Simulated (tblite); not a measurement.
Isomers of C2H9FSSi2. Computed with GFN2-xTB (tblite): harmonic, unscaled wavenumbers at the GFN2-xTB geometry, gas phase. Errors from tens to a few hundred cm⁻¹ against measured bands are possible. Modes of hydrogen on silicon and sulfur can be 10 to 20 % off. One conformer each.

Electronic energies: GFN2-xTB at the same geometries; isomer energies are rough at this level and their order can be wrong.

```
                SMILES  electronic energy, lowest = 0 (kcal/mol)
F[C@H](C[SiH3])[SiH2]S                                      61.1
      FCC[SiH2]S[SiH3]                                      37.9
FC[C@H]([SiH3])[SiH2]S                                      58.8
F[SiH2][C@H]([SiH3])CS                                      38.9
      F[SiH2]CCS[SiH3]                                      15.7
   CC[Si@@H](F)S[SiH3]                                       0.0
    CS[Si@H](F)C[SiH3]                                      25.7
C[SiH2][C@H](F)[SiH2]S                                      67.4
```

**Question.** How do GFN2-xTB zero-point energies change the relative energies?

**Answer.** 
```json
{"SMILES": "CC[Si@@H](F)S[SiH3]", "ZPE (kcal/mol)": "64.5", "of it from modes above 1550 cm⁻¹": "34.9", "electronic (kcal/mol)": "0.0", "with ZPE, lowest = 0 (kcal/mol)": "0.0", "lowest mode (cm⁻¹)": "29", "rings": "0"}
{"SMILES": "F[SiH2]CCS[SiH3]", "ZPE (kcal/mol)": "62.7", "of it from modes above 1550 cm⁻¹": "33.7", "electronic (kcal/mol)": "15.7", "with ZPE, lowest = 0 (kcal/mol)": "13.9", "lowest mode (cm⁻¹)": "25", "rings": "0"}
{"SMILES": "CS[Si@H](F)C[SiH3]", "ZPE (kcal/mol)": "63.1", "of it from modes above 1550 cm⁻¹": "34.7", "electronic (kcal/mol)": "25.7", "with ZPE, lowest = 0 (kcal/mol)": "24.2", "lowest mode (cm⁻¹)": "30", "rings": "0"}
{"SMILES": "FCC[SiH2]S[SiH3]", "ZPE (kcal/mol)": "62.7", "of it from modes above 1550 cm⁻¹": "33.5", "electronic (kcal/mol)": "37.9", "with ZPE, lowest = 0 (kcal/mol)": "36.0", "lowest mode (cm⁻¹)": "35", "rings": "0"}
{"SMILES": "F[SiH2][C@H]([SiH3])CS", "ZPE (kcal/mol)": "60.4", "of it from modes above 1550 cm⁻¹": "32.6", "electronic (kcal/mol)": "38.9", "with ZPE, lowest = 0 (kcal/mol)": "34.8", "lowest mode (cm⁻¹)": "33", "rings": "0"}
{"SMILES": "FC[C@H]([SiH3])[SiH2]S", "ZPE (kcal/mol)": "60.5", "of it from modes above 1550 cm⁻¹": "32.4", "electronic (kcal/mol)": "58.8", "with ZPE, lowest = 0 (kcal/mol)": "54.7", "lowest mode (cm⁻¹)": "41", "rings": "0"}
{"SMILES": "F[C@H](C[SiH3])[SiH2]S", "ZPE (kcal/mol)": "60.2", "of it from modes above 1550 cm⁻¹": "32.5", "electronic (kcal/mol)": "61.1", "with ZPE, lowest = 0 (kcal/mol)": "56.7", "lowest mode (cm⁻¹)": "29", "rings": "0"}
{"SMILES": "C[SiH2][C@H](F)[SiH2]S", "ZPE (kcal/mol)": "60.8", "of it from modes above 1550 cm⁻¹": "33.8", "electronic (kcal/mol)": "67.4", "with ZPE, lowest = 0 (kcal/mol)": "63.7", "lowest mode (cm⁻¹)": "32", "rings": "0"}
```

The zero-point energies span 4.3 kcal/mol, from `F[C@H](C[SiH3])[SiH2]S` to `CC[Si@@H](F)S[SiH3]`. The lowest isomer stays, but the order above it changes.

**Question.** What do entropy and thermal enthalpy add at 298.15 K and 1 bar (rigid rotor, harmonic oscillator, one conformer each)?

**Answer.** 
| SMILES | point group | symmetry number | S (cal/(mol K)) | H − H(0) (kcal/mol) | ZPE + H − H(0) − TS (kcal/mol) |
| --- | --- | --- | --- | --- | --- |
| CC[Si@@H](F)S[SiH3] | C1 | 1 | 104.5 | 7.30 | 40.7 |
| CS[Si@H](F)C[SiH3] | C1 | 1 | 105.0 | 7.40 | 39.2 |
| FCC[SiH2]S[SiH3] | C1 | 1 | 103.9 | 7.13 | 38.9 |
| F[SiH2][C@H]([SiH3])CS | C1 | 1 | 101.3 | 7.14 | 37.3 |
| FC[C@H]([SiH3])[SiH2]S | C1 | 1 | 101.4 | 7.15 | 37.4 |
| F[C@H](C[SiH3])[SiH2]S | C1 | 1 | 101.5 | 7.12 | 37.1 |
| C[SiH2][C@H](F)[SiH2]S | C1 | 1 | 104.1 | 7.48 | 37.3 |

Not tabulated: `F[SiH2]CCS[SiH3]` (lowest mode only 25 cm⁻¹).
